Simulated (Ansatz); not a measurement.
Two members of one family (Si20H30 nanocrystal and its variants), computed with Ansatz in the gas phase. HOMO and LUMO are taken over both spins. Binding counts from free atoms in the multiplicity of their measured ground term, without zero-point energy. Sets without diffuse functions give affinities that are too small. The spins of the ions were chosen, not always searched. A dash marks a value that wasn't run or was left out as unsound. The structures are stationary points that may keep the symmetry of their start. Remarks come from the PBE and PBE0 runs and from stability tests at other levels; not every state was tested. A HOMO above zero means that the electron is unbound at that level and held by the basis, or that self-interaction error raises the level; the energy of removing that electron tells which. HOMO above LUMO (over both spins in singlets and doublets, within one spin in higher multiplets; at PBE or PBE0), or a gap under 0.15 eV within one spin, warns that the state may not be the lowest or that an electron is smeared out.

First: Si20H30 (singlet, charge 0, PBE-D4/def2-SVP geometry).

Cartesian coordinates in Å:
```
Si 2.4832 1.0201 1.2363
Si 3.1721 -2.6140 -0.0317
Si -0.7948 -0.2549 2.8354
Si 0.0437 -3.8295 1.4926
Si 3.1015 0.6868 -2.6075
Si -0.8615 2.7904 0.4574
Si -0.0917 2.3756 -3.3523
Si -0.1668 -0.7157 -0.9122
Si -3.5810 -1.9096 0.6495
Si -3.6451 0.9966 -1.6182
Si 3.6449 -0.9952 1.6187
Si 3.5820 1.9104 -0.6487
Si 0.1666 0.7171 0.9127
Si 0.8611 -2.7900 -0.4582
Si 0.0910 -2.3774 3.3509
Si -3.1010 -0.6869 2.6083
Si 0.7961 0.2544 -2.8351
Si -0.0439 3.8286 -1.4940
Si -3.1728 2.6146 0.0322
Si -2.4838 -1.0184 -1.2366
H 2.6960 1.9435 2.4152
H 3.9437 -2.2899 -1.2831
H 3.6479 -3.9602 0.4636
H -0.5788 0.6702 4.0117
H 0.9322 -5.0155 1.7845
H -1.3572 -4.3470 1.2996
H 3.9062 -0.5864 -2.6086
H 3.5348 1.5003 -3.8048
H -0.6438 3.7135 1.6357
H 0.7557 2.9708 -4.4529
H -1.5027 2.2744 -3.8690
H -3.2244 -3.3575 0.8652
H -5.0672 -1.8393 0.3886
H -3.3351 1.5665 -2.9770
H -5.1233 0.6848 -1.5804
H 5.1222 -0.6840 1.5801
H 3.3342 -1.5647 2.9780
H 5.0678 1.8392 -0.3878
H 3.2257 3.3581 -0.8658
H 0.6446 -3.7115 -1.6380
H 1.5016 -2.2771 3.8677
H -0.7576 -2.9709 4.4504
H -3.5332 -1.5021 3.8046
H -3.9058 0.5865 2.6108
H 0.5801 -0.6718 -4.0106
H 1.3578 4.3457 -1.3015
H -0.9319 5.0154 -1.7859
H -3.6495 3.9602 -0.4603
H -3.9431 2.2887 1.2848
H -2.6967 -1.9430 -2.4147
```

| level | HOMO (eV) | LUMO (eV) | gap (eV) | vertical EA (eV) | binding per atom (eV) |
| --- | --- | --- | --- | --- | --- |
| PBE-D4/def2-SVP | -6.31 | -2.18 | 4.14 | 0.89 | 3.22 |
| r2SCAN-D4/def2-SVP | -6.59 | -2.12 | 4.46 | – | 3.23 |
| B3LYP-D4/6-31G | -7.01 | -1.06 | 5.95 | – | 2.95 |
| PBE0-D4/def2-SVP | -7.29 | -1.53 | 5.76 | 0.65 | 3.22 |
| CAM-B3LYP-D4/def2-SVP | -8.37 | -0.37 | 8.00 | – | 3.19 |

Remarks: HOMO above zero (-1 doublet), gap within one spin near zero at PBE or PBE0 (-1 doublet).

Second: Si20H29, one cap removed (doublet, charge 0, PBE-D4/def2-SVP geometry; reduced ion singlet).

```csv
atom,x (Å),y (Å),z (Å)
Si1,1.6877,-2.0836,1.1742
Si2,0.1311,-0.0592,4.1375
Si3,2.5203,1.2718,-0.5714
Si4,0.9202,3.1339,2.4748
Si5,-1.9848,-3.0400,2.0730
Si6,0.5445,-1.4607,-2.4777
Si7,-3.0790,-2.4450,-1.4211
Si8,-1.0972,0.4463,0.4187
Si9,-0.3165,3.8057,-1.4818
Si10,-2.1951,1.2069,-3.2969
Si11,2.0200,-1.2279,3.3468
Si12,0.1707,-3.8510,1.5364
Si13,0.9271,-0.4642,-0.3699
Si14,-0.7186,1.4388,2.5279
Si15,2.9192,2.4093,1.4547
Si16,1.8329,2.9993,-2.0202
Si17,-2.6137,-1.3369,0.5904
Si18,-1.0781,-3.1706,-2.4487
Si19,-0.3053,0.0382,-4.0871
Si20,-1.8612,2.0610,-1.1251
H21,2.9928,-2.6558,0.6719
H22,-0.9152,-1.0388,4.5931
H23,0.5431,0.7641,5.3343
H24,3.8244,0.6979,-1.0760
H25,1.2175,3.5054,3.9079
H26,0.4180,4.3677,1.7767
H27,-2.0131,-2.5859,3.5060
H28,-2.9780,-4.1649,1.9167
H29,1.8481,-2.0329,-2.9856
H30,-3.9177,-3.6539,-1.0884
H31,-3.8561,-1.5838,-2.3778
H32,-0.2267,4.7168,-0.2876
H33,-0.8306,4.6215,-2.6429
H34,-3.4047,0.3152,-3.3644
H35,-2.4428,2.3877,-4.2040
H36,2.2692,-2.4067,4.2554
H37,3.2280,-0.3341,3.4130
H38,0.7001,-4.6744,2.6870
H39,0.0681,-4.7503,0.3355
H40,-2.0142,2.0261,3.0389
H41,3.6990,1.5601,2.4201
H42,3.7557,3.6218,1.1278
H43,2.8204,4.1301,-1.8663
H44,1.8607,2.5585,-3.4575
H45,-0.5792,-4.3972,-1.7348
H46,-1.3567,-3.5543,-3.8837
H47,-0.7154,-0.7824,-5.2855
H48,0.7404,1.0202,-4.5399
H49,-3.1593,2.6501,-0.6243
```

Question: Estimate how these quantities change from the first to the second (second minus first).

Answer: 
```csv
level,Δ HOMO (eV),Δ LUMO (eV),Δ gap (eV),Δ vertical EA (eV),Δ binding per atom (eV)
PBE-D4/def2-SVP,1.28,-1.81,-3.09,1.52,0.00
r2SCAN-D4/def2-SVP,1.20,-1.66,-2.86,–,-0.01
B3LYP-D4/6-31G,1.45,-2.27,-3.72,–,-0.01
PBE0-D4/def2-SVP,1.29,-1.76,-3.05,1.75,-0.01
CAM-B3LYP-D4/def2-SVP,1.36,-1.92,-3.28,–,-0.01
```
